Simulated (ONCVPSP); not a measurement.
## Kr: one change to an ONCV potential, before and after

- Element: Kr (Z = 36)
- Generator: ONCVPSP 4.0.1
- Type: optimised norm-conserving Vanderbilt (ONCV)
- Functional: BLYP
- Relativity: scalar-relativistic
- Frozen core: [Ar]
- Valence charge: 18
- Reference configuration: 3d10 4s2 4p5.5 (charge +0.5)
- Partial waves: 4s: rc 1.20 bohr, ncon 4, nbas 7, qcut 4.8 1/bohr, 2 projectors, debl 3.4 Ha; 4p: rc 1.50 bohr, ncon 5, nbas 9, qcut 6.2 1/bohr, 1 projector; 3d: rc 0.50 bohr, ncon 4, nbas 8, qcut 21.8 1/bohr, 2 projectors, debl 3.3 Ha
- Local potential: polynomial inside 0.40 bohr (lpopt 3, dvloc0 0 Ha)
- Core correction: none

All-electron outer shells of the reference configuration (BLYP, scalar-relativistic, ld1.x):

| shell | level (eV) | outermost node (bohr) | outermost maximum (bohr) |
| --- | --- | --- | --- |
| 3s | -269.34 | 0.22 | 0.47 |
| 3p | -200.68 | 0.20 | 0.46 |
| 3d | -87.01 | – | 0.41 |
| 4s | -28.22 | 0.64 | 1.34 |
| 4p | -14.08 | 0.67 | 1.54 |

Change: core correction Teter function, parameters optimised by the program.

Cutoffs: the cutoffs (Ha) at which the residual kinetic energy of the hardest occupied pseudo-wave falls to 1 and 0.1 mHa per electron; they do not see the model core or the augmentation charge, which bear on the density cutoff. Errors are all-electron minus pseudo energies relative to the spin-unpolarised reference configuration.

Q: Predict the effect on cutoff, ghosts and configuration errors.

A: The potential gets neither clearly harder nor softer (818 Ha and 984 Ha → 818 Ha and 984 Ha); both files keep a bound ghost (p, s); of the 4 tests that both files solve, the error grows in 0 and shrinks in 2 by more than 15 % and 0.3 meV (median size 3.6 → 3.0 meV). A model core, the more so a compact one, raises the density cutoff, which this test does not measure.

| quantity | base | changed |
| --- | --- | --- |
| cutoff, loose | 818 Ha | 818 Ha |
| cutoff, tight | 984 Ha | 984 Ha |
| bound ghosts | s, p | s, p |
| GHOST(+) flags under 300 eV | s at 222.5 eV | s at 222.5 eV |
| error for 3d10 4s2 4p6, meV [ΔE -5.78 eV] | +1.9 | +1.8 |
| error for 3d10 4s2 4p5, meV [ΔE 8.35 eV] | -0.7 | -0.8 |
| error for 3d10 4s2 4p4, meV [ΔE 33.36 eV] | +5.3 | +4.2 |
| error for 3d10 4s2 4p2, meV [ΔE 120.01 eV] | +78 | +61 |
| s: phases at 1.22 bohr within 0.05 rad from the reference energy up to (Ha; the scan ends near 5) | to the end of the scan | to the end of the scan |
| p: phases at 1.52 bohr within 0.05 rad from the reference energy up to (Ha; the scan ends near 5) | 3.3 | 3.3 |
| d: phases at 0.51 bohr within 0.05 rad from the reference energy up to (Ha; the scan ends near 5) | to the end of the scan | to the end of the scan |

 A true bound ghost makes a file unfit for plane-wave use even where its test errors are small: the radial tests pick states by their node count and pass the ghost by.
